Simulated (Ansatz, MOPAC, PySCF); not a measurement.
Torsion O4–B2–O3–H7 in BH4NO2 (SMILES NB(O)O); at each angle all else is relaxed with GFN2-xTB, and the levels are single points there.
Geometry at 180° (charge 0, multiplicity 1):
```csv
atom,x (Å),y (Å),z (Å)
N,1.1815,-0.1438,0.2482
B,-0.1895,0.1047,0.0445
O,-1.0913,-0.8887,-0.2442
O,-0.6365,1.3881,0.1391
H,1.8182,0.6010,0.4579
H,1.6144,-1.0468,0.2019
H,-0.7224,-1.7673,-0.2981
H,-1.5780,1.4532,-0.0149
```

On the grid 0° to 330°, 90° is the highest and 180° the lowest point at MP2/CBS(cc-pVTZ, cc-pVQZ) + ΔCCSD(T)/cc-pVTZ.

The state that AM1 reach isn't checked.

The values were computed with Ansatz (a quantum-chemistry and plane-wave program); MOPAC for AM1 (differences of heats of formation); PySCF for the dispersion terms. Values without a source in brackets are computed.

Task: One of these levels gives 223.6 meV for the energy at 90° less that at 180°. Which?
A. AM1
B. PBE-D3(BJ)/def2-TZVPP
C. HF/cc-pVDZ

Result: B, PBE-D3(BJ)/def2-TZVPP. The others give 286.8 (AM1), 255.9 (HF/cc-pVDZ)
